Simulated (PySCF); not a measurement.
# Electronic absorption of thiepane

Thiepane, C6H12S.
SMILES with atom numbers: `[CH2:1]1[CH2:2][CH2:3][CH2:4][S:5][CH2:6][CH2:7]1` (hydrogens: H8, H9 on C1; H10, H11 on C2; H12, H13 on C3; H14, H15 on C4; H16, H17 on C6; H18, H19 on C7)

Method: PySCF, TDDFT B3LYP/def2-SVPD, vertical, gas phase, core orbitals frozen in the response. Geometry: GFN2-xTB, one conformer, isolated molecule.

```csv
state,λ (nm),E (eV),f,|μ| (D),"main configurations (H = HOMO, L = LUMO)"
S1,235.8,5.26,0.0044,0.47,"H→L (57%), H→L+1 (36%)"
S2,222.1,5.58,0.030,1.20,"H→L+1 (57%), H→L (37%)"
S3,211.2,5.87,0.022,0.99,H→L+2 (98%)
S4,195.8,6.33,0.0049,0.45,H→L+3 (93%)
S5,195.1,6.36,0.033,1.17,H→L+4 (88%)
S6,190.3,6.52,0.0010,0.20,H→L+5 (94%)
S7,179.1,6.92,0.011,0.64,H→L+6 (95%)
S8,175.4,7.07,0.018,0.83,"H→L+7 (86%), H→L+9 (9%)"
```

Triplets, Tamm–Dancoff:

```tsv
state	E (eV)	λ (nm)	main configurations (H = HOMO, L = LUMO)
T1	4.91	252.3	H→L (48%), H→L+1 (34%), H→L+4 (10%)
T2	5.44	228.0	H→L+1 (41%), H→L (28%), H→L+2 (15%)
T3	5.63	220.3	H→L+2 (56%), H→L+1 (13%), H→L (13%)
```

The lowest singlet comes at 236 nm (507 kJ/mol) in the ultraviolet; it is very weak; its leading configuration is HOMO→LUMO (57%). The strongest level in the table is S5 at 6.36 eV (195 nm, f = 0.033). Löwdin shares by element: HOMO sulfur 68%, carbon 16% or more (atoms not listed hold the other 16%); LUMO sulfur 33%, carbon 18% or more, hydrogen 7% or more (atoms not listed hold the other 42%). The listed states span 1.81 eV, and the widest gap between neighbours is 0.46 eV (S3 to S4). Weighted by f, the mean energy of these states is 6.20 eV. Of the 8 states listed, 5 reach f = 0.01 and none stays under 0.0005. Only the lowest 8 singlets were computed, as vertical energies without vibronic structure.

The run took 42 s wall on an Arm Neoverse V2 with one thread, no GPU, on a shared host.
